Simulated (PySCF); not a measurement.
Polarisability and C₆ of Mn⁺ (manganese, charge +1)

[Ar] 3d5 4s1, high-spin 7S determinant. All numbers are calculated (PySCF 2.14, scalar relativity by spin-free X2C-1e, in aug-cc-pVTZ-DK (8s7p5d3f2g, 93 functions)). Coupled (time-dependent) response in atomic units; α is the mean over directions.

```
method  mean α (bohr³)  C₆ (like pair)  S(−4)
   UHF           38.77           213.5   1377
   PBE           27.45           143.3  588.3
  PBE0           29.62           155.4  719.5
```

S(−4) is the Cauchy moment in α(ω) = α(0) + S(−4) ω² + …

α(iu) at UHF:

| u (hartree) | α(iu) (bohr³) |
| --- | --- |
| 0 | 38.77 |
| 0.0500 | 35.63 |
| 0.100 | 28.89 |
| 0.200 | 17.30 |
| 0.300 | 11.19 |
| 0.500 | 6.144 |
| 0.750 | 3.863 |
| 1.00 | 2.811 |
| 1.50 | 1.795 |
| 2.00 | 1.285 |
| 3.00 | 0.7653 |
| 5.00 | 0.3639 |

For an ion, C₆ is the dispersion term alone; charge-induced terms of lower order in 1/R come first.
